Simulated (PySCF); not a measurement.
Spinor energies of Pr⁵⁸⁺ (praseodymium, charge +58)

Start: 1s1; 1s1/2 filled at m_j = +1/2. Calculated with PySCF 2.14 in an even-tempered Gaussian basis (15 s from 160 bohr⁻², ratio 2.4; 11 p from 210 bohr⁻², ratio 2.4; 3 d from 630 bohr⁻², ratio 2.6; 3 f from 940 bohr⁻², ratio 2.6): generalised Hartree-Fock with the X2C-1e Hamiltonian and a Gaussian nucleus; one run each with spin-orbit coupling (SO) switched off, then screened by Boettger's factors, then bare.

```
spinor shell  electrons  ε, spin-free (eV)  ε, screened SO (eV)  ε, bare SO (eV)  weight of nominal j (screened SO)  rms radius, screened SO (bohr)
       1s1/2          1           -49781.1             -49781.1         -49781.1                              1.000                          0.0271
```

```tsv
quantity	spin-free	screened SO	bare SO
E (hartree)	-1829.42182	-1829.42182	-1829.42182
M_J	1/2	1/2	1/2
⟨J²⟩	0.750	0.750	0.750
⟨L²⟩	0.000	0.000	0.000
⟨S²⟩	0.750	0.750	0.750
```

Breit and QED terms are absent; they matter most for the inner s and p1/2 levels.

Densities and radii are taken from the X2C orbitals without a picture-change correction, which distorts them close to the nucleus.

Without spin-orbit coupling the j labels of p, d and f shells carry no meaning; the spin-free column gives the mean over the occupied spinors of each nl shell.
